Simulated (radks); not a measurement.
Values are calculated unless marked as measured or tabulated.
The holmium ion Ho2+ inside a hard spherical wall (all orbitals vanish at R), configuration held at [Xe] 4f11 and not refilled when levels cross. Code: a radial shooting solver on a logarithmic mesh with Libxc functionals. Model: scalar-relativistic Kohn-Sham, PBE, spin-polarised, spherical densities, point nucleus; open shells are filled with parallel spins first (spin-orbit coupling, left out, can overturn this in heavy ions). Eigenvalues in eV for spin up, with the zero of energy where the potential of the charges vanishes at infinity; a dash marks a level that is unbound or too diffuse for the functional's potential to be trusted. A positive occupied level is held by the wall or, in an anion where self-interaction has pushed it up, behind a barrier. The pressure on the wall is -dE/dV.

R (bohr)  E (hartree)  kinetic (hartree)    e(4d)    e(5s)    e(5p)    e(4f)  e(6s, empty)  e(5d, empty)  pressure (GPa)
free      -12615.7436          13645.406  -174.39  -65.253  -40.505  -18.274       -14.768       -13.670               0
15        -12615.7436          13645.406  -174.39  -65.253  -40.505  -18.274       -14.768       -13.670        < 0.0001
12        -12615.7436          13645.406  -174.39  -65.253  -40.505  -18.274       -14.767       -13.670        < 0.0001
10        -12615.7436          13645.406  -174.39  -65.253  -40.505  -18.274       -14.766       -13.669        < 0.0001
8         -12615.7436          13645.406  -174.39  -65.252  -40.504  -18.273       -14.737       -13.662        0.000623
7         -12615.7436          13645.407  -174.39  -65.247  -40.501  -18.267       -14.635       -13.634         0.00572
4         -12615.7048          13645.738  -173.27  -64.439  -39.718  -17.216        -7.120       -11.153            13.9
3         -12615.2584          13648.708  -167.82  -60.374  -35.193  -12.042        16.450        -2.483             328
2.5       -12613.9224          13655.937  -158.41  -52.774  -26.061   -3.019        53.370        11.883            1840
1.5       -12582.5095          13777.660  -77.910   54.413   101.61   81.014        425.37        174.25          113000
